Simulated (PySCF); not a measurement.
**Multinuclear NMR of C4H12Si3**

Atoms are numbered as in `[CH3:1][C:2]#[C:3][SiH2:4][Si@@H:5]([CH3:6])[SiH3:7]`; H(Xn) means a hydrogen on atom n. Ha(Si4) is pro-R; Hb(Si4) is pro-S.

Calculated, not measured (PySCF 2.14): geometry: GFN2-xTB, shieldings: GIAO PBE0/pcSseg-1. No solvent, fast rotation and ring inversion assumed for equivalent nuclei, one conformer, non-relativistic Hamiltonian.

Q: What are the 29Si shifts?

A: 
| atoms | environment | σ (ppm) | δ (ppm) |
| --- | --- | --- | --- |
| Si5 | silicon bonded to C, 2 Si, H | 435.4 | -77.9 |
| Si4 | silicon bonded to C, Si, 2 H | 445.8 | -86.4 |
| Si7 | silicon bonded to Si, 3 H | 464.0 | -101.4 |

Shieldings were converted by a linear fit to measured shifts: 29Si (scatter 8.9 ppm rms, 25.8 ppm with the 6 outliers that the fit left out vs TMS, solution or neat liquid). A few per cent of atoms miss by over 2 rms, more outside the fitted compound classes.

On a 400 MHz spectrometer 29Si resonates near 79.5 MHz, so 1 ppm is 79.5 Hz.
